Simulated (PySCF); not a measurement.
benzonitrile (C7H5N), SMILES N#Cc1ccccc1. Geometry: PBE0-D3(BJ)/def2-SVP.

These are PBE0-D3(BJ)/def2-SVP (PySCF) values and carry that method's errors.

Harmonic wavenumbers (cm⁻¹): 147, 166, 394, 412, 467, 570, 583, 637, 716, 781, 789, 867, 958, 1009, 1019, 1034, 1059, 1107, 1175, 1190, 1243, 1326, 1395, 1485, 1534, 1660, 1689, 2394, 3211, 3221, 3228, 3236, 3239. Rotational constants (GHz): 5.657, 1.545, 1.213; symmetry number 2.

Work out the zero-point energy and the ideal-gas rigid-rotor harmonic-oscillator thermochemistry at 298.15 K and 1 atm.

ZPE = ½ Σ hcν = ½ × 43942 cm⁻¹ = 62.82 kcal/mol. H − E(el) = 67.21 kcal/mol. Entropy in cal/(mol K): translation 39.81, rotation 26.43, vibration 10.80, total 77.04. G − E(el) = 44.24 kcal/mol. Cp = 24.97 cal/(mol K). Modes under 150 cm⁻¹ make the vibrational entropy uncertain.
